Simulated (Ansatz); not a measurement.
HNP (SMILES [NH+]#P) moved off its minimum; all values from Ansatz (a quantum-chemistry and plane-wave program), cores frozen in correlated methods.
(charge 1, multiplicity 1)
```xyz
3

N      0.0049     0.0137    -0.8966
P     -0.0125     0.0097     0.5524
H     -0.0305    -0.0018    -1.9240
```

```json
[
 {"level": "HF/def2-TZVPP", "largest force (eV/Å)": "2.35", "on atom": "P2", "rms difference from CCSD(T)/aug-cc-pV(T+d)Z (eV/Å)": "1.693", "dipole (D)": "-"},
 {"level": "PBE/def2-TZVPP", "largest force (eV/Å)": "1.84", "on atom": "N1", "rms difference from CCSD(T)/aug-cc-pV(T+d)Z (eV/Å)": "0.158", "dipole (D)": "-"},
 {"level": "r2SCAN/def2-TZVPP", "largest force (eV/Å)": "1.27", "on atom": "N1", "rms difference from CCSD(T)/aug-cc-pV(T+d)Z (eV/Å)": "0.415", "dipole (D)": "-"},
 {"level": "B3LYP/def2-TZVPP", "largest force (eV/Å)": "1.10", "on atom": "N1", "rms difference from CCSD(T)/aug-cc-pV(T+d)Z (eV/Å)": "0.498", "dipole (D)": "-"},
 {"level": "wB97M-V/def2-TZVPP", "largest force (eV/Å)": "0.66", "on atom": "N1", "rms difference from CCSD(T)/aug-cc-pV(T+d)Z (eV/Å)": "0.720", "dipole (D)": "-"},
 {"level": "MP2/aug-cc-pV(T+d)Z", "largest force (eV/Å)": "2.60", "on atom": "N1", "rms difference from CCSD(T)/aug-cc-pV(T+d)Z (eV/Å)": "0.229", "dipole (D)": "-"},
 {"level": "CCSD(T)/aug-cc-pV(T+d)Z", "largest force (eV/Å)": "2.16", "on atom": "N1", "rms difference from CCSD(T)/aug-cc-pV(T+d)Z (eV/Å)": "0.000", "dipole (D)": "-"}
]
```

The differences count from one level among others, with limits of its own. Forces at CCSD(T)/aug-cc-pV(T+d)Z (eV/Å):

```
atom      Fx      Fy      Fz
----  ------  ------  ------
N1    -0.117  -0.049  -2.154
P2     0.029   0.014   1.543
H3     0.088   0.035   0.611
```

Doubts at one or more of the structures used: a restricted determinant that unrestricted orbitals would lower (MP2/aug-cc-pV(T+d)Z, CCSD(T)/aug-cc-pV(T+d)Z).
